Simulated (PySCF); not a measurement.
Task: Give a PBE0-D3(BJ)/def2-SVP geometry of VFCl3, `[F][V]([Cl])([Cl])[Cl]` [radical]. (Doublet state.)

Result: 
```xyz
5
Cl3FV angstrom
V     -0.0262    0.0271    0.1250
F     -0.0406   -0.1382    1.8091
Cl     2.0062    0.0420   -0.5020
Cl    -0.9600    1.7415   -0.7063
Cl    -0.9793   -1.6724   -0.7258
```

Any rigid rotation of these coordinates is as good. Atoms count from 1 in this order. V1 (vanadium bonded to 3 Cl and F) is distorted tetrahedral (angles from 107.0° to 117.7°).

Bonds between heavy atoms (Å): V1–F2 1.692, V1–Cl3 2.127, V1–Cl4 2.122, V1–Cl5 2.126.

Computed, not measured: PBE0-D3(BJ)/def2-SVP geometry optimisation, gas phase in PySCF 2.14.0.

Point group: near C3v, missed by 0.19 Å at most; the miss may be what the optimiser left on a soft mode (Cs holds within 0.08 Å). No PBE0-D3(BJ)/def2-SVP frequencies stand behind this structure, so it isn't proved a minimum. ⟨S²⟩ = 0.761 (exact for a doublet: 0.75).

On an Arm Neoverse V1 with one thread, shared host, this took 72 s of wall time. This is the geometry optimisation.

Neither the SCF state along the optimisation nor the shape of the open-shell metal species was proved the lowest: other solutions of the same spin, or a structure of lower symmetry, can lie below.
